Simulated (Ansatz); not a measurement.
Species: GaHF2, charge 0, singlet. GaHF2 (SMILES [F][GaH][F]).
B3LYP-D3(BJ)/def2-TZVP minimum from Ansatz (a first-principles code):
```xyz
4

Ga    -0.2237    -0.1515    -0.1755
H     -1.2905    -0.8741    -1.0123
F     -0.0651     1.5892    -0.0810
F      0.9791    -0.9702     0.7979
```

Hartree-Fock and CCSD correlation energies in hartree (Ansatz). UHF or UKS for unpaired electrons; spin-orbit terms are left out. Cores are frozen in correlated methods (noble-gas shells, and filled d and f shells in the p block). No relativity.

```
basis    X        E(HF)  E(corr, CCSD)
-------  -  -----------  -------------
cc-pVTZ  3  -2122.90661       -0.59333
cc-pVQZ  4  -2122.93038       -0.64319
cc-pV5Z  5  -2122.93520       withheld
```

### Question
Fit E(corr) = E∞ + A/X³ to X = 3 and 4, predict X = 5, and compare with the run.

### Answer
A = (-0.59333 - (-0.64319))/(1/27 - 1/64) = 2.3286; E∞ = -0.64319 - A/64 = -0.67957; at X = 5, E∞ + A/125 = -0.66095. The run gave -0.66161, 0.66 mEh below the prediction. The same form on X = 4 and 5 gives E∞ = -0.68094, 1.36 mEh below the first estimate.
